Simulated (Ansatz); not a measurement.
Cartesian coordinates in Å:
```
C -1.069 1.247 0.186
N -0.017 0.267 0.254
C 0.869 0.482 1.374
Al 0.196 -1.063 -0.888
O -0.826 -1.351 -2.208
O 1.510 -2.099 -0.628
H -1.724 1.064 -0.670
H -1.698 1.236 1.089
H -0.671 2.267 0.083
H 1.654 -0.277 1.396
H 1.353 1.468 1.322
H 0.328 0.435 2.331
H -1.594 -0.834 -2.439
H 1.690 -2.841 -1.201
```

Total charge 0; spin multiplicity 1.

Problem. List the ωB97M-V/def2-TZVPP orbital energies in eV (the Gaussian-basis code of Ansatz). (Estimate.)

Solution. The calculation gave: Occupied: -1531.37, -525.48, -525.36, -393.93, -281.96, -281.75, -116.04, -75.68, -75.55, -75.52, -29.92, -29.64, -27.48, -22.36, -19.71, -16.83, -16.23, -15.47, -15.10, -14.77, -13.19, -12.66, -12.39, -12.06, -11.96, -11.54, -11.36, -8.57. Lowest empty: 1.42, 2.46, 2.65, 2.95, 3.60, 4.09, 4.82, 4.93.
